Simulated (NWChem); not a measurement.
## Ionisation of Cl3Si

```xyz
4

Cl    -0.9693    -0.1513     1.6793
Si    -0.0009     0.5455     0.0000
Cl    -0.9693    -0.1513    -1.6793
Cl     1.9393    -0.1467     0.0000
```
Charge 0, spin multiplicity 2.

Everything below was run with NWChem. All single points use one geometry, from UPBE0/def2-SVP, a minimum by its harmonic frequencies.

Basis set: def2-TZVP. −ε marks an orbital energy of the parent.

B3LYP has NWChem's definition, with VWN1-RPA local correlation. The structure started from a generated list of species. The unpaired electrons of the parent sit in orbitals of symmetry a' (Cs labels of the run); other states weren't searched. The stability of the SCF solutions was not checked.

One of these methods gave a first vertical ionisation energy of 6.89 eV. Which?
(A) −ε(alpha HOMO) of BHandHLYP
(B) −ε(alpha HOMO) of PBE
(C) −ε(alpha HOMO) of B3LYP
(D) −ε(alpha HOMO) of BLYP

C, −ε(alpha HOMO) of B3LYP. The others give 5.75 (−ε(alpha HOMO) of BLYP), 8.22 (−ε(alpha HOMO) of BHandHLYP), 5.96 (−ε(alpha HOMO) of PBE).
